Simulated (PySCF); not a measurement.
SMILES [SeH][Sn]([Cl])([SeH])[SeH] (H3ClSe3Sn) (B3LYP/def2-SVP optimised geometry):

```
8

Cl    -1.520    -2.243     2.016
Sn    -0.819    -1.197     0.000
Se     1.750    -1.197     0.000
Se    -1.777    -2.586    -1.938
Se    -1.756     1.197     0.000
H      1.756     0.216    -0.433
H     -0.468    -2.546    -2.622
H     -2.303     0.987    -1.356
```

Level of theory: PySCF with B3LYP/def2-TZVP, def2 effective core potentials past Kr.

**Question.** What are the frontier orbital energies and the dipole moment?

**Answer.** HOMO-2 -7.31 eV, HOMO-1 -7.29 eV, HOMO -7.28 eV, LUMO -3.18 eV, LUMO+1 -1.02 eV; dipole moment 2.67 D.

On the same geometry PBE/def2-TZVP, def2 effective core potentials past Kr (PySCF 2.14.0) gives HOMO-2 -6.40 eV, HOMO-1 -6.39 eV, HOMO -6.37 eV, LUMO -3.68 eV, LUMO+1 -1.61 eV; dipole moment 2.60 D.
